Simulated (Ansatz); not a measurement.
Reaction (homolysis of the N–Si bond): `BN[SiH2][SiH3]` → `B[NH]`• + `[SiH2][SiH3]`•

Isolated molecules relaxed with PBE0-D4/def2-TZVP in Ansatz; ΔE leaves out vibrations. CBS: MP2 limit from def2 TZ/QZ plus the TZ coupled-cluster correction, frozen cores. Functionals use def2-TZVPP. No spin–orbit coupling; open shells (•) take unrestricted orbitals. One conformer a species, not always the lowest.

```
             level  ΔE (eV)
         revPBE-D4     4.26
            B2PLYP     4.57
              BLYP     4.09
              PBE0     4.40
     CCSD/def2-SVP     4.41
  CCSD(T)/def2-SVP     4.45
CCSD(T)/def2-TZVPP     4.67
      HF/CBS(def2)     3.72
```

Task: What does CCSD(T)/CBS give? (An estimate is asked.)

Result: Computed: +4.79 eV. The listed levels differ from it by -0.53, -0.22, -0.70, -0.39, -0.38, -0.34, -0.12, -1.07 eV.

Largest T1 diagnostic among the species: 0.030.

In def2-TZVPP, CCSD(T) changes the Hartree–Fock value by +0.96 eV (the triples alone add +0.06 eV) and MP2 by +1.32 eV; breaking electron pairs costs correlation energy, which Hartree–Fock lacks. From BLYP to BHLYP (50 % exact exchange), in def2-TZVPP and without D4, ΔE moves by +0.35 eV.
